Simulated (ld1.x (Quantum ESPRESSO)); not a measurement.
What one change does to a pseudopotential (tungsten (W), RRKJ)

ld1.x (Quantum ESPRESSO) 7.5 input, shortened:

```
&input
   title='W', zed=74., rel=1, dft='PBE', iswitch=3,
   config='[Xe] 4f13.5 5d4.5 6s2 6p0'
 /
 &inputp
   pseudotype=2, tm=.false., rho0=0.01, lloc=-1, rcloc=1.40,
   nlcc=.false.
 /
4
5S  1  0   2.00   0.00  1.00  1.00  0.0
5P  2  1   6.00   0.00  1.50  1.50  0.0
5D  3  2   4.50   0.00  1.95  1.95  0.0
4F  4  3  13.50   0.00  1.15  1.15  0.0
 &test
   configts(1)='4f13.5 5s2 5p6 5d4.5 6s2 6p0'
 /
```

Occupied shells without a wave of their own: 6s. They enter only through the test configuration that unscreens the potential.

Change: wave 5s (bound): rc 1.00 bohr becomes 5s (bound): rc 0.86 bohr.

Cutoffs: the cutoffs (Ry, on a coarse ladder) from which the occupation-weighted sum of valence levels, in a spherical-Bessel basis at the reference potential, stays within 10 and 1 mRy of its value at 400 Ry; they do not see the model core or the augmentation charge, which bear on the density cutoff. Errors are all-electron minus pseudo energies relative to the spin-unpolarised reference configuration.

Task: How do hardness, ghosts and transferability respond?

Result: Of the 6 tests that both files solve, the error grows in 4 and shrinks in 1 by more than 15 % and 0.3 meV (median size 32.1 → 69.0 meV); the range in which the s phases agree narrows (upper end at the end of the scan → -0.2); neither file shows a bound ghost at the reference potential, the only one tested.

| quantity | base | changed |
| --- | --- | --- |
| cutoff, loose | 260 Ry | 260 Ry |
| cutoff, tight | over 300 Ry | over 300 Ry |
| loose cutoff by channel (10 mRy a level) | s 140 Ry, p 55 Ry, d 25 Ry, f 160 Ry | s 200 Ry, p 55 Ry, d 25 Ry, f 160 Ry |
| bound ghosts | none | none |
| largest miss of a reference level, eV | 0.03 | 0.14 |
| tests counted (converged, no solver errors) | 6 of 7 | 6 of 7 |
| error for 4f14 5s2 5p6 5d4 6s2 6p0, meV [ΔE -15.37 eV] | +35 | +46 |
| error for 4f14 5s2 5p6 5d4 6s1 6p0, meV [ΔE -6.48 eV] | +8.6 | -92 |
| error for 4f14 5s2 5p6 5d4 6s0 6p0, meV [ΔE 9.20 eV] | -34 | -300 |
| error for 4f14 5s2 5p5 5d4 6s2 6p0, meV [ΔE 33.57 eV] | +24 | +14 |
| error for 4f13 5s2 5p6 5d5 6s1 6p0, meV [ΔE 26.45 eV] | +53 | -99 |
| error for 4f14 5s2 5p6 5d3 6s2 6p1, meV [ΔE -11.35 eV] | +30 | +32 |
| s: phases at 2.15 bohr within 0.05 rad from the reference energy up to (Ry; the scan ends near 5) | to the end of the scan | -0.2 |
| p: phases at 2.15 bohr within 0.05 rad from the reference energy up to (Ry; the scan ends near 5) | 1.6 | 1.6 |
| d: phases at 2.15 bohr within 0.05 rad from the reference energy up to (Ry; the scan ends near 5) | 4.7 | 4.7 |
| f: phases at 2.15 bohr within 0.05 rad from the reference energy up to (Ry; the scan ends near 5) | 1.5 | 1.5 |

Base: Tests not counted: 4f14 5s2 5p6 5d5 6s1 6p0 (solver errors, printed error -9405 eV). Changed file: Tests not counted: 4f14 5s2 5p6 5d5 6s1 6p0 (solver errors, printed error -8679 eV). The 6s level has no wave, so the channel is fitted at the deeper level alone: the likely source of the large errors.
